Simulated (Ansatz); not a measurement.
Frontier orbitals of C7H17P, SMILES `CCP(CC)C(C)C`.

Total charge 0; spin multiplicity 1. The geometry is a stationary point of PBE0-D4/def2-TZVP. It is one conformer, not always the lowest. Basis def2-TZVPP, the Gaussian-basis code of Ansatz.

Orbital energies of one run (eV). Highest occupied ones, from the top: -6.13, -8.16, -8.32, -9.41, -9.66, -9.80, -10.06, -10.33, -10.44, -10.82, -11.03, -11.51, -11.61, -12.24. Empty: 1.01, 1.20, 1.31, 1.85, 1.97, 2.19.

Q: Which functional gave them?
A. PBE0
B. CAM-B3LYP
C. B97M-V
D. PBE

A: A. HOMO energies: PBE0 -6.13, PBE -5.05, CAM-B3LYP -7.45, B97M-V -5.36 eV.
